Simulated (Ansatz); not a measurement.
Cost and result up the ladder for ZnMeBr (CH₃BrZn) (6 atoms). Charge 0, multiplicity 1. Geometry: PBE0-D4/def2-TZVP.

```xyz
6

Zn    1.028    0.378   -0.105
C    -0.774   -0.285    0.079
H    -0.783   -1.194    0.683
H    -1.195   -0.513   -0.902
H    -1.404    0.463    0.564
Br    3.128    1.151   -0.319
```

Ansatz on 4 threads of AMD EPYC 7R43 on a shared host. Times are rough, and most runs start from the orbitals of an earlier one. ωB97M-V/def2-TZVP serves as the yardstick here, not as an exact answer. Differences are given only for rows in sets of like size (and for xTB, whose basis is part of the method), since another set adds its own error. Binding counts from free atoms at the same level (Zn singlet, C triplet, H doublet, Br doublet; other spins of the atoms weren't run), without zero-point energy or a counterpoise term.

LC-ωPBE has ω = 0.4 bohr⁻¹. HSE06 is defined as in plane-wave codes, on full-range PBE exchange. Correlated methods freeze 19 core orbitals; core or outer-core shells of Br are correlated, in sets that lack core-valence functions.

Correlated methods converge slowly with the basis.

| level | functions | binding energy per atom (eV) | difference from ωB97M-V/def2-TZVP (eV) |
| --- | --- | --- | --- |
| HSE06-D4/def2-TZVP | 145 | 3.09 | 0.02 |
| r2SCAN-D4/def2-TZVP | 145 | 3.11 | 0.04 |
| PBE-D4/def2-SVP | 92 | 3.15 | – |
| CAM-B3LYP-D4/def2-TZVP | 145 | 3.06 | -0.01 |
| PBE-D4/def2-TZVP | 145 | 3.10 | 0.03 |
| B97M-V/def2-TZVP | 145 | 3.05 | -0.02 |
| CCSD(T)/def2-TZVPP | 185 | 3.01 | -0.06 |
| PBE0-D4/def2-SVP | 92 | 3.12 | – |
| MP2/def2-TZVP | 145 | 3.03 | -0.03 |
| revPBE-D4/def2-TZVP | 145 | 3.02 | -0.05 |
| ωB97M-V/def2-TZVP | 145 | 3.07 | 0.00 |
| PBE0-D4/def2-TZVP (with forces) | 145 | 3.08 | 0.02 |
| LC-ωPBE/def2-TZVP | 145 | 3.10 | 0.03 |

**Question.** Estimate how long each takes.

**Answer.** PBE-D4/def2-SVP 0.75 s; PBE-D4/def2-TZVP 1.1 s; revPBE-D4/def2-TZVP 1.3 s; PBE0-D4/def2-SVP 1.3 s; MP2/def2-TZVP 1.7 s; LC-ωPBE/def2-TZVP 1.8 s; HSE06-D4/def2-TZVP 2.2 s; CAM-B3LYP-D4/def2-TZVP 2.3 s; r2SCAN-D4/def2-TZVP 2.4 s; PBE0-D4/def2-TZVP (with forces) 2.8 s; B97M-V/def2-TZVP 4.9 s; ωB97M-V/def2-TZVP 5.5 s; CCSD(T)/def2-TZVPP 52 s. On shared hardware such times vary by a factor of up to 3.
